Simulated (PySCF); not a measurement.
These are PBE-D3(BJ)/def2-TZVP // TPSS-D3(BJ)/def2-SVP run with PySCF 2.14.0 values and carry that method's errors. Gas-phase values, no solvent. One relaxed conformer stands for a flexible species; it need not be the lowest. 

Reference species: [Zn(CH3)2] (neutral, multiplicity 1).

```
Quantity                Value
-------------------  --------
coordination number         2
HOMO                 -6.03 eV
```

Changed species: [Zn(Cl)2] (0 of 2 Cl replaced by CH3; the reference has 2 of 2 Cl replaced by CH3).

Problem. Give the shifts of the coordination number and HOMO.

Solution. the coordination number stays essentially unchanged; the HOMO drops by 1.71 eV, to -7.74 eV.
